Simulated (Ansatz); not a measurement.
`CB(O)SCO` → `COB(S)OC`  (isomerisation)

Calculated with Ansatz (gas phase, PBE0-D4/def2-TZVP geometries, no zero-point term in ΔE). CBS: MP2 limit from def2 TZ/QZ plus the TZ coupled-cluster correction, frozen cores. Functionals use def2-TZVPP. One conformer a species, not always the lowest.

`CB(O)SCO`:

Cartesian coordinates in Å:
```
C -1.017 -0.265 -1.116
B -0.917 0.774 0.054
O -1.825 1.788 0.082
S 0.310 0.711 1.398
C 1.340 -0.731 0.972
O 2.456 -0.428 0.196
H -0.056 -0.521 -1.569
H -1.675 0.111 -1.902
H -1.446 -1.205 -0.751
H -1.736 2.384 0.831
H 1.713 -1.124 1.918
H 0.692 -1.480 0.508
H 2.160 -0.014 -0.620
```

`COB(S)OC`:

Z-matrix (Å, degrees):
```
C
O 1 1.411
H 1 1.090 2 107.7
H 1 1.094 2 111.1 3 119.3
H 1 1.094 2 111.1 3 -119.3
B 2 1.357 1 122.1 3 179.9
O 6 1.355 2 120.1 1 180.0
S 6 1.830 2 121.0 1 0.0
C 7 1.416 6 120.0 2 0.0
H 8 1.341 6 94.2 2 180.0
H 9 1.090 7 107.3 6 -179.9
H 9 1.093 7 111.1 6 -60.3
H 9 1.093 7 111.1 6 60.6
```

CCSD(T)/CBS gives -0.64 eV.

**Question.** Another level gave -0.52 eV. Which?
A. PBE0/def2-TZVPP
B. CCSD/def2-TZVPP
C. PBE-D4/def2-TZVPP
D. CCSD(T)/def2-TZVPP

**Answer.** C. PBE-D4 -0.52, PBE0 -0.59, CCSD(T)/def2-TZVPP -0.70, CCSD/def2-TZVPP -0.74 eV.

Largest T1 diagnostic among the species: 0.012.

In def2-TZVPP, CCSD(T) changes the Hartree–Fock value by +0.29 eV (the triples alone add +0.05 eV) and MP2 by +0.35 eV. From PBE to PBE0 (25 % exact exchange), in def2-TZVPP and without D4, ΔE moves by −0.06 eV.
